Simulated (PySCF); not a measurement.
Run record: geometry optimisation, `[NH]([SiH2][SiH3])[GeH3]`.

Method: PBE0-D3(BJ)/def2-SVP geometry optimisation, gas phase (PySCF 2.14.0). Start geometry: GFN2-xTB. The command runs a driver script over a list of jobs; the input below is this job's line of settings and its coordinates in Å.

Command:
```bash
OMP_NUM_THREADS=1 python probes_run.py task.json out
```

Input:
```
{"job": {"xc": "PBE0", "basis": "def2-SVP", "d3": "d3bj", "grid": 1, "shake": 0.01, "kind": "geom"}, "charge": 0, "multiplicity": 1}
Si     2.013210    -0.331720    -0.249700
Si     0.377990     0.071430     1.347730
N     -1.197180    -0.191670     0.619930
Ge    -1.680970     0.239830    -1.051950
H      3.322080     0.009260     0.259230
H      1.810820     0.517430    -1.463810
H      2.071030    -1.700680    -0.711130
H      0.407440    -0.834500     2.497330
H      0.441690     1.444430     1.938580
H     -1.932720    -0.271870     1.304110
H     -1.444570     1.675210    -1.370400
H     -0.968050    -0.630790    -2.008590
H     -3.214940    -0.013250    -1.121650
```

Output:
```
step   0  E = -2715.09707756  max force = 0.032424
step   1  E = -2715.10508834  max force = 0.006531
step   2  E = -2715.10582324  max force = 0.002305
step   3  E = -2715.10590794  max force = 0.001127
step   4  E = -2715.10595676  max force = 0.000664
step   5  E = -2715.10600918  max force = 0.000816
step   6  E = -2715.10606809  max force = 0.001131
step   7  E = -2715.10613500  max force = 0.001175
step   8  E = -2715.10619384  max force = 0.000588
step   9  E = -2715.10625213  max force = 0.000682
step  10  E = -2715.10628822  max force = 0.000837
step  11  E = -2715.10634424  max force = 0.000828
step  12  E = -2715.10638735  max force = 0.000652
step  13  E = -2715.10642926  max force = 0.000468
step  14  E = -2715.10646510  max force = 0.000758
step  15  E = -2715.10649743  max force = 0.000800
step  16  E = -2715.10650728  max force = 0.000397
optimisation converged
```

Energies in Eh; «max force» is the largest Cartesian gradient component in Eh/bohr.

Question: Give the first gradient maximum in eV/Å.

Answer: With 1 Eh/bohr = 51.422 eV/Å, 1.667 eV/Å.

Main results: final energy -2715.10651 Eh after 16 steps; dipole 1.29 D.

Question: Give the final coordinates.

Answer: 0.382 Å rms from the input after alignment:
```
atom  x, y, z in Å
Si1    2.2713   -0.1936   -0.1021
Si2    0.6417    0.2485    1.5299
N3    -0.9599    0.2279    0.8519
Ge4   -1.4789    0.3982   -0.9027
H5     3.5964   -0.2396    0.5935
H6     2.3250    0.8814   -1.1411
H7     2.0420   -1.5069   -0.7798
H8     0.7566   -0.7853    2.6104
H9     1.0039    1.5582    2.1727
H10   -1.7226    0.2846    1.5220
H11   -1.7852    1.8632   -1.2851
H12   -0.3114   -0.1209   -1.7593
H13   -2.7429   -0.4538   -1.1220
```

Question: How long does this job take on one thread of an Arm Neoverse V1, shared host with 32 logical CPUs at a one-minute load of 44? And the peak memory of the process?

Answer: About 2.2 min, with 0.54 GiB resident at the peak, the Python interpreter and its libraries included.
Labels such as C1 count atoms from 1, the log's own numbers from 0.
